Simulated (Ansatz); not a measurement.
Steps of a relaxation of C₄H₁₀F₃NSn, SMILES `CC(C)(C)[NH][Sn]([F])([F])[F]` with RKS PBE-D4/def2-SVP.

```sh
$ ansatz run in.yaml --threads 4 --pin off --events-out ev --progress --plain --max-ram 46080MiB --backend cuda --devices 0, --max-vram 37GiB
```

```yaml
crystal:
  periodic: [false, false, false]
  atoms:
    - {symbol: C, position_ang: [-0.781800, -1.391400, -0.225400]}
    - {symbol: C, position_ang: [0.144800, -0.344500, 0.401800]}
    - {symbol: C, position_ang: [-0.666500, 0.734700, 1.174000]}
    - {symbol: C, position_ang: [1.125400, -1.100300, 1.383500]}
    - {symbol: N, position_ang: [1.019600, 0.258500, -0.644900]}
    - {symbol: Sn, position_ang: [0.043500, 1.369500, -2.112400]}
    - {symbol: F, position_ang: [-0.902600, 2.851900, -1.338600]}
    - {symbol: F, position_ang: [-1.131700, 0.233400, -3.122200]}
    - {symbol: F, position_ang: [1.380700, 2.074100, -3.294600]}
    - {symbol: H, position_ang: [-1.354800, -1.933200, 0.568900]}
    - {symbol: H, position_ang: [-1.618100, -0.828100, -0.812900]}
    - {symbol: H, position_ang: [-0.263900, -2.043100, -0.882900]}
    - {symbol: H, position_ang: [-1.213100, 0.302500, 2.035300]}
    - {symbol: H, position_ang: [0.029600, 1.526000, 1.591700]}
    - {symbol: H, position_ang: [-1.401800, 1.203600, 0.555500]}
    - {symbol: H, position_ang: [0.454700, -1.579000, 2.192900]}
    - {symbol: H, position_ang: [1.651000, -1.856500, 0.847300]}
    - {symbol: H, position_ang: [1.753400, -0.401300, 1.900800]}
    - {symbol: H, position_ang: [1.689700, 0.918700, -0.161700]}
basis:
  gaussian: {orbitals: def2-SVP}
hamiltonian: {xc: pbe, dispersion: d4}
relax: {f_tol: 0.03, max_steps: 200}
```

Positions (Å) and forces (eV/Å) along the path, 6 of 19 steps:

```xyz
19
step=1 energy=-19759.5092 eV
C    -0.782   -1.391   -0.225   -2.439    2.258    0.512
C     0.145   -0.344    0.402    0.502   -0.120    0.690
C    -0.666    0.735    1.174    1.510   -0.572    1.129
C     1.125   -1.100    1.383   -3.174    0.335    0.718
N     1.020    0.259   -0.645    0.232    0.399    0.239
Sn    0.043    1.369   -2.112    0.889   -0.964    1.019
F    -0.903    2.852   -1.339   -0.575    0.714    0.092
F    -1.132    0.233   -3.122   -0.429   -0.160   -0.383
F     1.381    2.074   -3.295    0.283    0.283   -0.457
H    -1.355   -1.933    0.569    0.400   -0.017   -0.270
H    -1.618   -0.828   -0.813    1.096   -0.826    0.408
H    -0.264   -2.043   -0.883    0.747   -1.110   -0.950
H    -1.213    0.302    2.035    0.021   -0.114    0.070
H     0.030    1.526    1.592   -0.474   -0.448   -0.325
H    -1.402    1.204    0.555   -0.817    0.722   -0.949
H     0.455   -1.579    2.193    0.875    0.343   -0.880
H     1.651   -1.857    0.847    0.911   -0.949   -0.575
H     1.753   -0.401    1.901    1.004    0.700    0.437
H     1.690    0.919   -0.162   -0.563   -0.475   -0.526
19
step=4 energy=-19759.9162 eV
C    -0.817   -1.334   -0.231    0.061   -0.080   -0.013
C     0.142   -0.346    0.447   -0.023   -0.007   -0.010
C    -0.645    0.725    1.224   -0.042    0.038   -0.029
C     1.094   -1.095    1.400    0.066    0.024   -0.073
N     1.013    0.237   -0.613    0.004    0.041    0.008
Sn    0.056    1.337   -2.059   -0.020    0.009    0.023
F    -1.053    2.843   -1.482    0.012   -0.027   -0.017
F    -1.169    0.270   -3.127    0.014   -0.002   -0.004
F     1.353    2.087   -3.294   -0.008   -0.003    0.019
H    -1.449   -1.848    0.520   -0.010    0.010    0.001
H    -1.495   -0.824   -0.948   -0.008    0.010   -0.013
H    -0.247   -2.098   -0.799   -0.041    0.037    0.035
H    -1.281    0.271    2.012    0.004    0.007   -0.005
H     0.043    1.443    1.715    0.014    0.011    0.014
H    -1.304    1.309    0.544    0.026   -0.029    0.036
H     0.521   -1.600    2.201   -0.025   -0.016    0.029
H     1.679   -1.857    0.847   -0.014    0.019    0.017
H     1.805   -0.393    1.885   -0.021   -0.026   -0.010
H     1.712    0.868   -0.186    0.015   -0.016   -0.008
19
step=8 energy=-19759.9227 eV
C    -0.851   -1.303   -0.212   -0.024    0.008    0.026
C     0.143   -0.338    0.451   -0.041    0.007   -0.017
C    -0.608    0.747    1.247    0.028    0.012    0.004
C     1.096   -1.112    1.382   -0.015   -0.026    0.015
N     1.003    0.229   -0.624   -0.007   -0.027    0.042
Sn    0.046    1.313   -2.072   -0.072    0.052   -0.074
F    -1.257    2.673   -1.531    0.060   -0.068   -0.021
F    -0.990    0.181   -3.270    0.058    0.052    0.051
F     1.362    2.245   -3.159   -0.054   -0.039    0.043
H    -1.524   -1.757    0.542    0.016    0.008   -0.024
H    -1.492   -0.784   -0.959    0.005   -0.011    0.021
H    -0.314   -2.111   -0.745    0.001   -0.005   -0.012
H    -1.230    0.306    2.053    0.012   -0.006   -0.001
H     0.107    1.454    1.719   -0.008   -0.007   -0.002
H    -1.275    1.339    0.586   -0.001    0.005   -0.025
H     0.525   -1.616    2.187    0.006    0.010   -0.016
H     1.659   -1.877    0.814    0.008   -0.009   -0.005
H     1.824   -0.428    1.865    0.005    0.009   -0.001
H     1.734    0.834   -0.217    0.024    0.036   -0.003
19
step=11 energy=-19759.9275 eV
C    -0.883   -1.246   -0.204    0.008   -0.012   -0.044
C     0.148   -0.323    0.461    0.003   -0.016    0.012
C    -0.559    0.778    1.274    0.011    0.007   -0.009
C     1.085   -1.143    1.370    0.000    0.013   -0.015
N     1.015    0.232   -0.613    0.012    0.037    0.004
Sn    0.041    1.257   -2.095   -0.102    0.050   -0.140
F    -1.450    2.431   -1.587    0.137   -0.121   -0.059
F    -0.764    0.059   -3.406    0.090    0.139    0.131
F     1.321    2.373   -3.053   -0.112   -0.082    0.069
H    -1.532   -1.725    0.555   -0.003   -0.001   -0.002
H    -1.555   -0.683   -0.893    0.012   -0.002    0.033
H    -0.382   -2.036   -0.799   -0.015    0.026    0.025
H    -1.182    0.349    2.085   -0.002    0.001   -0.002
H     0.183    1.459    1.742   -0.003   -0.006   -0.001
H    -1.216    1.388    0.618    0.003   -0.005    0.007
H     0.506   -1.634    2.178    0.001   -0.001    0.005
H     1.614   -1.921    0.786   -0.009    0.009    0.007
H     1.844   -0.490    1.849   -0.010   -0.011   -0.008
H     1.723    0.871   -0.213   -0.018   -0.022   -0.015
19
step=15 energy=-19759.9493 eV
C    -0.944   -1.147   -0.185   -0.006    0.007   -0.058
C     0.157   -0.303    0.475    0.013   -0.015    0.020
C    -0.476    0.826    1.311    0.019    0.004   -0.003
C     1.064   -1.187    1.353   -0.004    0.003   -0.003
N     1.030    0.223   -0.608   -0.010    0.010    0.007
Sn    0.041    1.161   -2.132   -0.111    0.075   -0.232
F    -1.725    1.917   -1.687    0.235   -0.114   -0.089
F    -0.328   -0.032   -3.633    0.050    0.202    0.224
F     1.155    2.592   -2.858   -0.153   -0.149    0.072
H    -1.570   -1.652    0.576   -0.001   -0.003   -0.002
H    -1.633   -0.499   -0.777    0.025   -0.020    0.041
H    -0.511   -1.915   -0.858   -0.012    0.023    0.036
H    -1.104    0.422    2.131    0.001    0.006   -0.002
H     0.307    1.465    1.770   -0.004   -0.009   -0.004
H    -1.118    1.465    0.669    0.002   -0.007    0.009
H     0.480   -1.644    2.176    0.001   -0.002    0.005
H     1.526   -1.993    0.750   -0.011    0.015    0.008
H     1.878   -0.585    1.811   -0.015   -0.014   -0.012
H     1.728    0.883   -0.228   -0.019   -0.012   -0.017
19
step=19 energy=-19759.9592 eV
C    -0.968   -1.145   -0.160    0.011   -0.004    0.007
C     0.152   -0.309    0.476    0.008    0.002   -0.010
C    -0.449    0.842    1.303   -0.012    0.002    0.007
C     1.056   -1.195    1.353    0.000   -0.003    0.002
N     1.021    0.191   -0.626   -0.007   -0.004    0.015
Sn    0.046    1.157   -2.142    0.006   -0.008    0.007
F    -1.772    1.770   -1.751   -0.015    0.006    0.002
F    -0.185    0.047   -3.714    0.000   -0.004   -0.012
F     1.071    2.693   -2.751    0.006    0.010   -0.002
H    -1.595   -1.626    0.616   -0.002    0.002    0.003
H    -1.648   -0.497   -0.757   -0.006   -0.001   -0.006
H    -0.549   -1.935   -0.814   -0.005    0.000   -0.006
H    -1.068    0.462    2.142    0.001    0.000    0.002
H     0.350    1.479    1.737    0.003    0.000   -0.001
H    -1.098    1.477    0.663    0.002   -0.002   -0.002
H     0.476   -1.630    2.192   -0.001    0.000    0.001
H     1.493   -2.018    0.755   -0.002   -0.002   -0.001
H     1.888   -0.604    1.789    0.001    0.004    0.002
H     1.737    0.837   -0.256    0.010    0.002   -0.008
```

It took 51 s on 4 threads of an AMD EPYC 7R13 on a shared host and a share of an NVIDIA H100 80 GB, with 0.89 GiB of host memory at the peak.
